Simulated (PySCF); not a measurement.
**Polarisability of `[O+]#Cc1ccccc1`**

Compound: C7H5O (charge +1).
SMILES with atom numbers: `[O+:1]#[C:2][c:3]1[cH:4][cH:5][cH:6][cH:7][cH:8]1` (hydrogens: H9 on C4; H10 on C5; H11 on C6; H12 on C7; H13 on C8)

Cartesian coordinates in Å at the PBE0-D3(BJ)/def2-SVP level; atoms count from 1:
```xyz
13
C7H5O angstrom
O      3.3235    0.6599    0.0979
C      2.2130    0.4674    0.1050
C      0.8502    0.2296    0.1133
C     -0.0371    1.3358    0.1859
C     -1.3947    1.0757    0.1925
C     -1.8572   -0.2449    0.1291
C     -0.9738   -1.3297    0.0579
C      0.3912   -1.1125    0.0488
H      0.3449    2.3575    0.2350
H     -2.1031    1.9045    0.2476
H     -2.9338   -0.4338    0.1353
H     -1.3587   -2.3501    0.0091
H      1.0974   -1.9435   -0.0064
```

Level: CAM-B3LYP/def2-SVPD (PySCF), static field, nuclei fixed, core orbitals frozen in the response. The polarisability tensor in these axes (au):

```
x   114.20   6.52  -0.77
y     6.52  78.05   1.86
z    -0.77   1.86  41.44
```

Task: Diagonalise the tensor; give its mean and Δα, where Δα² is half the sum of the squared differences of the eigenvalues.

Result: Principal values 41.33, 77.02 and 115.34 au; mean 77.90 au = 11.54 Å³ = 12.84 × 10⁻⁴⁰ C²·m²/J; Δα = 64.11 au (82 % of the mean).

Task: What are the principal values of the traceless quadrupole moment, Θ = ½Σq(3rr − r²1), about the centre of nuclear charge?

Result: -17.90, 3.59, 14.31 D·Å. The values depend on the origin, since the species is charged. The electronic extent ⟨r²⟩ about the same centre is 901 bohr², a root-mean-square distance of 2.16 Å for the 54 electrons.

Task: Along which axes do the principal values lie, and how far do the nuclei extend along each?

Result: Largest value along (0.99, 0.17, -0.01), where the nuclei span 6.35 Å; middle along (-0.17, 0.98, 0.06), 4.37 Å; least along (0.02, -0.05, 1.00), 0.00 Å. The response follows the extents in order.

Task: In TDDFT the mean static polarisability is Σ f/ω² over all singlet excitations (ω in hartree). How much of it do the 10 lowest give? Their energies (eV) and oscillator strengths: 4.34, 0.0539; 4.99, 0.0000; 5.17, 0.2953; 5.23, 0.0000; 6.26, 0.0000; 6.55, 0.0014; 6.87, 0.0923; 6.97, 0.4306; 7.71, 0.1187; 8.03, 0.0000.

Result: They add up to 19.83 au, 25.5 % of the 77.90 au; the largest single term is 8.18 au, from the state at 5.17 eV. Terms in order: 2.12, 0.00, 8.18, 0.00, 0.00, 0.02, 1.45, 6.57, 1.48, 0.00 au. Higher excitations give the rest. The strengths listed sum to 0.992.

Task: What depolarisation ratio follows for Rayleigh scattering of linearly polarised light, taking the static tensor?

Result: ρ = 3Δα²/(45ᾱ² + 4Δα²) = 12328.8/(273047 + 16438.4) = 0.0426.

Geometry: PBE0-D3(BJ)/def2-SVP; no solvent, vibrations or thermal averaging.
